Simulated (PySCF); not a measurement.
Functional dependence of a UV spectrum

C₂H₆BN.
SMILES: `[BH3-][N+]#CC`

Linear-response calculations in the def2-SVPD basis (PySCF; singlets by full response, triplets Tamm–Dancoff, core orbitals frozen in the response; HF means time-dependent Hartree–Fock). 'Strongest' is the level of largest summed f among the singlets computed (10 roots, of which the last may lack a degenerate partner); it can jump between rows when another state enters that window. S1 is the lowest singlet of each run and needn't be the same state throughout; f(S1) is that of one state. Isolated species at its PBE0-D3(BJ)/def2-SVP geometry, gas phase.

| functional | kind | S1 (eV) | f(S1) | strongest (eV) | T1 (eV) | HOMO (eV) | gap (eV) | ionisation energy, ΔSCF (eV) |
| --- | --- | --- | --- | --- | --- | --- | --- | --- |
| LDA | LDA | 4.87 | 0.000 | 6.13 | 4.54 | -6.49 | 4.87 | 9.91 |
| PBE | GGA | 4.97 | 0.000 | 6.16 | 4.55 | -6.43 | 4.96 | 9.83 |
| B3LYP | global hybrid, 20% exact exchange | 5.52 | 0.000 | 6.68 | 4.98 | -7.46 | 6.72 | 10.01 |
| PBE0 | global hybrid, 25% exact exchange | 5.65 | 0.000 | 6.85 | 5.03 | -7.64 | 7.17 | 9.97 |
| BHandHLYP | global hybrid, 50% exact exchange | 6.28 | 0.000 | 7.61 | 5.44 | -8.82 | 9.05 | 10.02 |
| CAM-B3LYP | range-separated hybrid | 6.02 | 0.000 | 7.27 | 5.34 | -9.01 | 9.43 | 10.09 |
| wB97X-D | range-separated hybrid | 6.00 | 0.000 | 7.25 | 5.37 | -9.48 | 10.80 | 10.05 |
| LC-wPBE | range-separated hybrid | 6.44 | 0.000 | 7.82 | 5.54 | -10.35 | 11.84 | 10.17 |
| HF | Hartree–Fock | 6.72 | 0.000 | 9.29 | 5.34 | -10.69 | 12.34 | not settled |

S1 runs from 4.87 eV (LDA) to 6.72 eV (HF), a spread of 1.85 eV, while the orbital gap spreads over 7.5 eV. Along PBE (0%), B3LYP (20%), PBE0 (25%), BHandHLYP (50%), HF (100%) S1 rises with the share of exact exchange. −ε(HOMO) comes closest to its own ΔSCF ionisation energy with LC-wPBE (+0.18 eV) and misses most with LDA (-3.42 eV). 'Not settled' means that the ion's SCF failed to converge or may have ended in another state than the lowest.
